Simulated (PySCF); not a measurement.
C3H7FMg, SMILES C[CH](C)[Mg][F].

Geometry: PBE-D3(BJ)/def2-SVP. The structure was generated by enumeration; whether it is a known compound was not checked. Other conformers were not sampled.

Level of theory: PBE-D3(BJ)/def2-SVP (PySCF 2.14.0).

Frequencies are harmonic and unscaled.

```
mode  ν (cm⁻¹)  IR (km/mol)  moving atoms (share of kinetic energy)
----  --------  -----------  --------------------------------------
1           75         10.4         C 34 %, F 32 %, Mg 17 %, H 16 %
2           88         19.7         Mg 41 %, F 31 %, H 16 %, C 12 %
3          208         50.6                 Mg 48 %, C 35 %, H 11 %
4          223         26.6         H 33 %, Mg 30 %, C 26 %, F 11 %
5          253          0.2                                  H 98 %
6          263          0.4                          H 75 %, C 12 %
7          350         16.6                          C 56 %, H 39 %
8          440          8.5                  C 54 %, H 27 %, F 16 %
9          747         53.0                         Mg 52 %, F 43 %
10         871          5.8                          C 64 %, H 35 %
11         883          2.1                          H 87 %, C 13 %
12         921         19.6                           H 92 %, C 8 %
13         951          1.8                          H 76 %, C 24 %
14        1077          6.0                          C 71 %, H 29 %
15        1118         14.7                          C 54 %, H 45 %
16        1145         11.5                          H 64 %, C 36 %
17        1276          1.3                          H 76 %, C 24 %
18        1334          0.5                          H 79 %, C 21 %
19        1349          6.9                          H 80 %, C 20 %
20        1402          0.4                                  H 97 %
21        1418          6.6                                  H 96 %
22        1423          7.2                                  H 96 %
23        1431          5.3                                  H 97 %
24        2911         94.0                                  H 96 %
25        2912         37.4                                  H 96 %
26        2944          9.6                                  H 93 %
27        2990         42.7                           H 92 %, C 8 %
28        2991          7.7                           H 92 %, C 8 %
29        3029         15.7                           H 91 %, C 9 %
30        3030         32.2                           H 91 %, C 9 %
```
